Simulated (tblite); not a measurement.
Species: C4H8Cl2F2Si.
Cartesian coordinates in Å at the GFN2-xTB level; atoms count from 1:
```
atom  x, y, z in Å
F1     2.1745    1.1977    1.1432
C2     2.1227    1.0569   -0.2326
Si3    1.0545   -0.4735   -0.6843
C4    -0.4899   -0.4483    0.4682
C5    -1.5344   -1.3928   -0.1130
F6    -0.9142   -2.5353   -0.5600
C7    -1.0345    0.9442    0.6545
Cl8   -1.3355    1.7127   -0.9205
Cl9   -2.5605    0.9524    1.5898
H10    3.1542    0.9493   -0.5703
H11    1.7302    1.9984   -0.6222
H12    0.6755   -0.3730   -2.0907
H13    1.8001   -1.6906   -0.3684
H14   -0.2005   -0.8181    1.4567
H15   -2.0291   -0.9479   -0.9814
H16   -2.2813   -1.7048    0.6228
H17   -0.3389    1.5846    1.1982
```

Computed with GFN2-xTB (tblite): harmonic, unscaled wavenumbers at the GFN2-xTB geometry, gas phase. This tight-binding method is rough: wavenumbers can miss measured ones by several per cent, in bad cases by 10 to 20. Modes of hydrogen on silicon can be 10 to 20 % off. One conformer, not necessarily the lowest.

Harmonic wavenumbers (cm⁻¹): 47.8, 59.5, 66.5, 84.3, 108.7, 138.7, 159.6, 202.4, 234.1, 284.9, 319.1, 402.1, 484.8, 540.4, 597.5, 641.9, 666.9, 689.8, 695.7, 735.8, 753.6, 779.3, 967.9, 1020.2, 1021.7, 1040.5, 1113.6, 1166.3, 1183.2, 1197.6, 1210.2, 1233.0, 1272.9, 1279.7, 1331.1, 1446.3, 1455.8, 2300.0, 2310.7, 2941.0, 2957.6, 2960.3, 2962.5, 2965.5, 2982.5.

A = 1011, B = 750.5, C = 575.4 MHz; mass 191.974 u (most abundant isotopes); point group C1, symmetry number 1.

What is the zero-point energy?

½Σν̃ = 24507 cm⁻¹ = 293.16 kJ/mol.

Give the ideal-gas entropy at 350 K and 1 bar in the rigid-rotor, harmonic-oscillator model (classical rotation).

Translation 177.76, rotation 131.61, vibration 185.38: S = 494.7 J/(mol K).

And Cp and H(350 K) − H(0)?

Cp = 197.95 J/(mol K), of which vibrations give 164.70 (their classical limit is 45 R = 374.2); H(350 K) − H(0) = 43.57 kJ/mol without the zero-point energy, 31.93 from vibrations.

Which modes carry the vibrational entropy at 350 K?

47.8 cm⁻¹: 21.86; 59.5 cm⁻¹: 20.04; 66.5 cm⁻¹: 19.12; 84.3 cm⁻¹: 17.17; 108.7 cm⁻¹: 15.08; 138.7 cm⁻¹: 13.10 J/(mol K); the other 39 give 79.01 together.

Blend soft modes into free rotors: weight 1/[1 + (100 cm⁻¹/ν̃)⁴] for the oscillator and the rest for a rotor with moment μB/(μ + B), μ = h/(8π²ν), B = 10⁻⁴⁴ kg m². What vibrational entropy results?

166.52 J/(mol K) in place of 185.38, which changes −T·S at 350 K by +6.60 kJ/mol.

What must be added to the electronic energy to get the Gibbs energy at 350 K and 1 bar?

ZPE + [H(350 K) − H(0)] − T·S = 293.16 + 43.57 − 173.16 = 163.57 kJ/mol.

Hindered rotation and anharmonicity are outside this model. Other conformers, if any are populated, would add a mixing term that is left out. The structure is chiral; the term R ln 2 for an equal mix with its mirror image is left out.
